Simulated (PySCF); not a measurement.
# C₆ coefficients of unlike pairs at TPSSh

Calculated with PySCF 2.14 from the dipole response of each species, C₆(A,B) = (3/π) ∫ α_A(iu) α_B(iu) du, in atomic units, from isotropic polarisabilities. For ions this is the dispersion term alone; charge-induced terms of lower order in 1/R come first.

| species | configuration | basis | relativity | α (bohr³) | C₆ (like pair) |
| --- | --- | --- | --- | --- | --- |
| I | [Kr] 4d10 5s2 5p5 (2P) | aug-cc-pwCVTZ-DK3 with one added diffuse shell each of s, p, d, f type (11s10p8d5f1g) | spin-free X2C | 33.40 | 366.3 |
| Zr+ | [Kr] 4d2 5s1 (4F) | aug-cc-pwCVTZ-PP with ECP28MDF (8s8p7d4f3g) | core potential | 62.93 | 549.1 |
| Li | [He] 2s1 (2S) | aug-cc-pVQZ with one added diffuse shell each of s, p, d, f, g type (7s6p5d4f3g) | none | 144.6 | 1160 |
| Ne+ | [He] 2s2 2p5 (2P) | aug-cc-pwCVQZ (9s8p6d4f2g) | none | 1.363 | 2.404 |

**Question.** Estimate C₆ for Ne+ with Zr+.

**Answer.** The integral gives 25.03. The combination rule 2 C_A C_B / (C_A α_B/α_A + C_B α_A/α_B) gives 21.49 and the geometric mean 36.33.

No spin-orbit coupling is included.

The other pairs:

```
   pair     C₆
 Zr+, I  422.7
  Li, I  460.3
Ne+, Li  21.56
 Ne+, I  24.92
Li, Zr+  711.8
```
